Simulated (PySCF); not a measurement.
BrH2NOSW, multiplicity 1. Atoms are numbered in the order given.

```xyz
7

W      0.0511    -0.4386     0.0943
N     -0.3664    -1.5100    -1.2207
H     -0.1477    -2.1076    -2.0167
S      2.1887    -0.3297     0.2400
Br    -0.8482     1.7607    -0.4431
O     -0.6472    -1.1593     1.6895
H     -1.2208    -1.9368     1.7386
```
Charge 0, spin multiplicity 1.

The structure is a stationary point at r2SCAN-D4/def2-SVP. The spin state was assumed, not searched. The structure was generated by enumeration; whether it is a known compound was not checked. The def2 effective core potentials stand for the cores of W; spin–orbit coupling is left out. One conformer was computed; it need not be the lowest.

Computed with ωB97X/def2-TZVP in PySCF.

```
Quantity                                                                                                         Value
---------------------------------------------------------------------------------------------  -----------------------
total energy                                                                                       -3170.86508 hartree
highest occupied level                                                                                        -9.73 eV
lowest empty level                                                                                            -0.52 eV
orbital gap                                                                                                    9.20 eV
dipole moment                                                                                                   3.33 D
quadrupole, principal values (traceless, Buckingham form, about the centre of nuclear charge)   -10.34, 2.25, 8.09 D·Å
mean static polarisability                                                                       90.4 bohr³ (13.40 Å³)
polarisability, principal values                                                               73.7, 90.4, 107.2 bohr³
```
